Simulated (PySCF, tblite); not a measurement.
Isomers of C7H11FSSi. Computed with GFN2-xTB (tblite): harmonic, unscaled wavenumbers at the GFN2-xTB geometry, gas phase. The method is semi-empirical: single wavenumbers can be off by several per cent or more. Modes of hydrogen on silicon can be 10 to 20 % off. One conformer each.

Electronic energies: PBE0/pcSseg-1 single points on the GFN2-xTB geometries (PySCF, gas phase).

```csv
SMILES,"electronic energy, lowest = 0 (kJ/mol)"
C/C=C1/[SiH2][C@@H](C(C)=S)[C@@H]1F,238.4
F[Si@@H]1CC(=S)[C@@H](C2CC2)C1,17.0
C=CC[C@@H]1C[Si@@H](F)CC1=S,12.3
C=C(C)[C@@H]1C[Si@H](F)CC1=S,0.0
CCCc1cc([SiH3])sc1F,145.8
```

Task: How do GFN2-xTB zero-point energies change the relative energies?

Result: 
```csv
SMILES,ZPE (kJ/mol),of it from modes above 1550 cm⁻¹,electronic (kJ/mol),"with ZPE, lowest = 0 (kJ/mol)",lowest mode (cm⁻¹),rings
C=C(C)[C@@H]1C[Si@H](F)CC1=S,420.0,205.3,0.0,0.0,47,1
C=CC[C@@H]1C[Si@@H](F)CC1=S,420.0,204.5,12.3,12.4,41,1
F[Si@@H]1CC(=S)[C@@H](C2CC2)C1,424.1,195.6,17.0,21.2,43,2
CCCc1cc([SiH3])sc1F,407.3,194.7,145.8,133.1,27,1
C/C=C1/[SiH2][C@@H](C(C)=S)[C@@H]1F,408.1,199.4,238.4,226.5,29,1
```

The zero-point energies span 16.8 kJ/mol, from `CCCc1cc([SiH3])sc1F` to `F[Si@@H]1CC(=S)[C@@H](C2CC2)C1`. The order is unchanged.

Task: And how do the electronic energies of GFN2-xTB itself compare?

Result: `C=C(C)[C@@H]1C[Si@H](F)CC1=S` 5.6; `C=CC[C@@H]1C[Si@@H](F)CC1=S` 24.1; `F[Si@@H]1CC(=S)[C@@H](C2CC2)C1` 0.0; `CCCc1cc([SiH3])sc1F` 88.3; `C/C=C1/[SiH2][C@@H](C(C)=S)[C@@H]1F` 203.2 kJ/mol, lowest = 0. Against the energies above, taken from the same isomer `C=C(C)[C@@H]1C[Si@H](F)CC1=S`, the largest difference is 63.1 kJ/mol.

Task: What do entropy and thermal enthalpy add at 298.15 K and 1 bar (rigid rotor, harmonic oscillator, one conformer each)?

Result: 
```
                             SMILES  point group  symmetry number  S (J/(mol K))  H − H(0) (kJ/mol)  ZPE + H − H(0) − TS (kJ/mol)
       C=C(C)[C@@H]1C[Si@H](F)CC1=S           C1                1          447.1              33.12                         319.8
        C=CC[C@@H]1C[Si@@H](F)CC1=S           C1                1          456.1              33.13                         317.2
     F[Si@@H]1CC(=S)[C@@H](C2CC2)C1           C1                1          443.3              31.55                         323.5
                CCCc1cc([SiH3])sc1F           C1                1          469.5              34.90                         302.2
C/C=C1/[SiH2][C@@H](C(C)=S)[C@@H]1F           C1                1          474.5              35.83                         302.5
```
